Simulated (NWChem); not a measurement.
System: AlH₂O₂Br; SMILES [OH][Al]([OH])[Br]

Here is an NWChem input.

```
start job
memory heap 200 mb stack 900 mb global 1100 mb
geometry units angstroms noautoz
  Al     0.893664     0.705819     0.090251
  Br    -0.859916    -0.695733    -0.106698
  O      0.931154     2.181290    -0.728234
  H      0.245637     2.515444    -1.307511
  O      2.218343     0.319164     1.061851
  H      2.317987    -0.483290     1.574997
end
basis spherical
  * library def2-svpd
end
dft
  xc xpbe96 cpbe96
  iterations 150
end
tddft
  cis
  nroots 6
  notriplet
end
task tddft energy
```

Structure relaxed at the PBE0/def2-SVP level.

Vertical excitations in the gas phase.

What results follow from this input? (PBE/def2-SVPD, TDA.) Quantities: lowest excitation, singlet (eV); oscillator strength of that lowest state; lowest state with f > 0.02, singlet (eV); oscillator strength of that bright state; orbital gap (eV).

The lowest excitation, singlet (eV) comes out as 5.59 and the oscillator strength of that lowest state is 0.038. The lowest state with f > 0.02, singlet (eV) is 5.59 and the oscillator strength of that bright state comes out as 0.038. The orbital gap (eV) is 5.47.
